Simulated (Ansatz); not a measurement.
The cluster BeI₂⁺. Charge 1, multiplicity 2. Geometry B3LYP-D4/def2-TZVP, basis def2-TZVP, Ansatz.

```xyz
3

Be    0.000    0.000    0.001
I    -2.083   -0.227    0.636
I     2.083    0.228   -0.636
```

```json
{"run": "A", "HOMO (eV)": "-14.44", "LUMO (eV)": "-10.29"}
{"run": "B", "HOMO (eV)": "-13.04", "LUMO (eV)": "-11.87"}
{"run": "C", "HOMO (eV)": "-12.51", "LUMO (eV)": "-12.25"}
{"run": "D", "HOMO (eV)": "-13.13", "LUMO (eV)": "-11.75"}
{"run": "E", "HOMO (eV)": "-12.91", "LUMO (eV)": "-12.06"}
```

In the def2 sets I takes a core potential; there is no spin–orbit coupling. B3LYP takes the VWN-RPA correlation. The structure comes from a short search, and lower isomers may exist.

HOMO and LUMO are taken over both spins.

The runs used B3LYP, PBE0, r2SCAN, r2SCANh, ωB97M-V. Estimate which is which.

A ωB97M-V (range-separated); B B3LYP (20 % exact exchange); C r2SCAN (0 % exact exchange); D PBE0 (25 % exact exchange); E r2SCANh (10 % exact exchange). Exact exchange lowers occupied and raises empty levels; among semilocal functionals meta-GGAs tend to open the gap a little, and such runs are hard to tell apart. The gap grows from 0.26 eV (r2SCAN) to 4.15 eV (ωB97M-V).
